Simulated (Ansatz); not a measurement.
Ansatz (a first-principles code) input:

Ansatz 0.2 input:
```yaml
crystal:
  periodic: [false, false, false]
  atoms:
    - {symbol: Sn, position_ang: [-0.00000000, -0.00000000, -0.29954676]}
    - {symbol: F, position_ang: [0.00000000, 0.00000000, 1.66414866]}
basis:
  gaussian:
    orbitals: def2-TZVP
hamiltonian:
  xc: {name: PBE}
magnetization: {spin_polarized: true, initial_magnetization: 1}
relax: {f_tol: 0.003, max_steps: 100}
```

Question: What final total energy does it print?

Answer: -314.11192 Eh (PBE/def2-TZVP). The basis has 81 functions.
